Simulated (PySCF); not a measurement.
Zn(OMe)(SH), SMILES [O](C)[Zn][SH], PBE0/def2-SVP optimised geometry.

```
8

Zn     0.78     0.70     0.00
O     -0.99     0.85     0.00
C     -1.93    -0.16     0.04
H     -1.87    -0.80     0.95
H     -2.95     0.28     0.04
H     -1.88    -0.85    -0.83
S      2.95     0.70     0.00
H      3.01     0.69    -1.35
```

Density from PySCF 2.14.0 with PBE0/def2-TZVP at that geometry.

Minimum of the electron density along straight lines between bonded atoms, close to the bond critical point (lines longer than 1.1 times the sum of covalent radii, or with two minima, are not listed):

```tsv
bond	length / Å	ρ at the minimum / e bohr⁻³	∇²ρ there / e bohr⁻⁵	position (fraction from the first atom)
Zn1–O2	1.772	0.137	0.73	0.49
O2–C3	1.388	0.274	-0.59	0.65
C3–H4	1.110	0.272	-0.92	0.64
C3–H5	1.106	0.276	-0.95	0.64
C3–H6	1.110	0.272	-0.92	0.64
Zn1–S7	2.167	(withheld)	(withheld)	0.46
S7–H8	1.353	(withheld)	-0.57	0.64
```

Problem. What belongs in the gaps?

Solution. 
- Zn1–S7, ρ at the minimum / e bohr⁻³: 0.097
- Zn1–S7, ∇²ρ there / e bohr⁻⁵: 0.19
- S7–H8, ρ at the minimum / e bohr⁻³: 0.208
